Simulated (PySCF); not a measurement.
Species: `FC(OC(OC(F)(F)F)=NC)(F)F`. The columns A, B, C and D hold Mulliken, IAO, Hirshfeld and ESP-fitted charges (e) of one PBE0/pcSseg-1 density (PySCF), in a shuffled order. Coordinates in Å (PBE0-D3(BJ)/def2-SVP); the density's dipole moment is (0.27, 1.08, -1.22) D.

| atom | x | y | z | A | B | C | D |
| --- | --- | --- | --- | --- | --- | --- | --- |
| C1 | 1.279 | 1.952 | -0.690 | -0.124 | -0.066 | -0.302 | -0.153 |
| N2 | 0.937 | 0.950 | 0.283 | -0.511 | -0.192 | -0.336 | -0.535 |
| C3 | 0.074 | 0.090 | 0.046 | +0.725 | +0.206 | +0.503 | +0.907 |
| O4 | -0.305 | -0.887 | 0.903 | -0.508 | -0.132 | -0.348 | -0.448 |
| C5 | 0.316 | -1.009 | 2.122 | +0.979 | +0.324 | +0.970 | +0.679 |
| F6 | -0.242 | -2.049 | 2.707 | -0.228 | -0.080 | -0.257 | -0.148 |
| F7 | 1.609 | -1.232 | 1.991 | -0.236 | -0.078 | -0.257 | -0.184 |
| F8 | 0.130 | 0.057 | 2.873 | -0.235 | -0.078 | -0.257 | -0.185 |
| O9 | -0.621 | 0.011 | -1.123 | -0.495 | -0.118 | -0.348 | -0.423 |
| C10 | -1.587 | -0.921 | -1.386 | +0.970 | +0.319 | +0.961 | +0.661 |
| F11 | -2.037 | -0.655 | -2.595 | -0.226 | -0.079 | -0.256 | -0.158 |
| F12 | -1.103 | -2.151 | -1.369 | -0.243 | -0.085 | -0.263 | -0.168 |
| F13 | -2.590 | -0.846 | -0.528 | -0.243 | -0.085 | -0.263 | -0.167 |
| H14 | 0.419 | 2.604 | -0.917 | +0.121 | +0.046 | +0.147 | +0.096 |
| H15 | 1.609 | 1.505 | -1.643 | +0.120 | +0.045 | +0.145 | +0.094 |
| H16 | 2.092 | 2.579 | -0.301 | +0.138 | +0.052 | +0.162 | +0.131 |

Which column most likely holds the ESP-fitted charges?

D. Σ q r misses the density's dipole by 0.04 D (D), 0.94 D (A), 0.95 D (C), 1.01 D (B). Charges fitted to the outside potential are the only set here that is tied to the molecule's multipoles.

And the Hirshfeld charges?

B. The mean sizes are 0.124 e (B), 0.321 e (D), 0.361 e (C), 0.381 e (A), and Hirshfeld charges are commonly the smallest of these schemes.

As computed, A = Mulliken, B = Hirshfeld, C = IAO, D = ESP-fitted. Hydrogens on carbon: Mulliken +0.12 to +0.14, Hirshfeld +0.04 to +0.05, IAO +0.14 to +0.16, ESP-fitted +0.09 to +0.13 e.

The Hirshfeld scheme weights the molecular density at each point by an atom's share of the summed free-atom densities. The IAO scheme counts the electrons in orthogonalised intrinsic atomic orbitals, a minimal basis polarised so that it spans the occupied orbitals exactly.

Isolated species at its PBE0-D3(BJ)/def2-SVP geometry (one conformer only).

Shape of the structure used: `[CH3:1][N:2]=[C:3]([O:4][C:5]([F:6])([F:7])[F:8])[O:9][C:10]([F:11])([F:12])[F:13]`: N2–C3–O4–C5 -3°, C3–O4–C5–F6 -179°, N2–C3–O9–C10 -179°, C3–O9–C10–F11 179°.
